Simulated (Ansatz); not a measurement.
Consider the isomerisation: `OCC[SiH2]O` → `CC(O)O[SiH3]`.

Gas-phase electronic energies from Ansatz, PBE0-D4/def2-TZVP geometries. CCSD(T)/CBS adds triple-zeta CCSD(T) − MP2 to the extrapolated MP2 energy (def2 sets, frozen cores). Functionals use def2-TZVPP. B3LYP here is the variant with VWN-RPA as its local correlation; programs differ in this. One conformer a species, not always the lowest.

CCSD(T)/CBS gives +12.4 kcal/mol.

Task: Another level gave +11.6 kcal/mol. Which?
A. MP2/def2-TZVPP
B. HF/def2-TZVPP
C. B3LYP/def2-TZVPP
D. CCSD(T)/def2-TZVPP

Result: D. CCSD(T)/def2-TZVPP 11.6, B3LYP 10.4, MP2/def2-TZVPP 12.9, HF/def2-TZVPP 8.0 kcal/mol.

Largest T1 diagnostic among the species: 0.011.

In def2-TZVPP, CCSD(T) changes the Hartree–Fock value by +3.6 kcal/mol (the triples alone add +0.1 kcal/mol) and MP2 by +4.9 kcal/mol.
